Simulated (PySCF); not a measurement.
Computed with PBE0-D4/def2-TZVP // PBE0-D4/def2-SVP (PySCF). Gas-phase values, no solvent. One relaxed conformer stands for a flexible species; it need not be the lowest. Excitations are Tamm–Dancoff values on a coarser integration grid. The basis has no diffuse functions, so Rydberg states are missing or too high.

Reference species (SMILES): `C[O][Ge]([O]C)([O]C)[O]C` (neutral, multiplicity 1).

HOMO: -8.05 eV
S1–T1 gap (TDA): 0.45 eV

Changed species: `[SH][Ge]([SH])([SH])[SH]` (4 of 4 OCH3 replaced by SH; the reference has 0 of 4 OCH3 replaced by SH).

Question: Predict the effect on the HOMO and S1–T1 gap (TDA).

Answer: the HOMO rises by 0.42 eV, to -7.63 eV; the S1–T1 gap (TDA) is nearly the same.
